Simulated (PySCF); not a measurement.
## A ladder for the ionisation energy of Mg⁺

Mg⁺ [Ne] 3s1 (2S) → Mg²⁺ [Ne] (1S). Scalar values calculated with PySCF 2.14 in aug-cc-pCVTZ-DK with one added diffuse shell each of s, p, d, f type (spin-free X2C; valence: [Ne] frozen; valence and next inner shell: 1s2 frozen; all electrons: nothing frozen). The spin-orbit shift comes from two-component X2C-1e calculations (generalised Hartree-Fock, GHF, and MP2 on its spinors, GMP2) in x2c-QZVPPall-2c: GMP2 gives 14.745 eV without and 14.745 eV with screened spin-orbit coupling, a shift of 0.000 eV (GHF: 0.000 eV). Sums use unrounded values; where a UHF row is shifted, it takes the GHF shift.

| method | scalar (eV) | plus spin-orbit shift (eV) | error (eV) |
| --- | --- | --- | --- |
| UHF | 14.745 | 14.745 | -0.290 |
| LDA | 15.372 | 15.372 | 0.337 |
| PBE | 15.358 | 15.358 | 0.323 |
| PBE0 | 15.254 | 15.254 | 0.219 |
| r2SCAN | 15.043 | 15.043 | 0.008 |
| wB97X | 14.638 | 14.638 | -0.397 |
| TPSS | 15.100 | 15.100 | 0.065 |
| PBEsol | 15.194 | 15.194 | 0.159 |
| MP2 (valence and next inner shell) | 14.951 | 14.951 | -0.084 |
| SCS-MP2 (valence and next inner shell) | 14.906 | 14.906 | -0.129 |
| MP2 (all electrons) | 14.949 | 14.949 | -0.087 |
| SCS-MP2 (all electrons) | 14.904 | 14.904 | -0.131 |
| CCSD (all electrons) | 14.952 | 14.952 | -0.083 |
| CCSD(T) (all electrons) | 14.960 | 14.960 | -0.076 |
| CCSD (valence and next inner shell) | 14.955 | 14.955 | -0.080 |
| CCSD(T) (valence and next inner shell) | 14.962 | 14.962 | -0.073 |

Reference: 15.035 eV (measured; NIST Atomic Spectra Database, ionization energies).

The errors of the correlated levels include the incompleteness of the basis and the frozen core, so a lower level can come closer by cancellation.
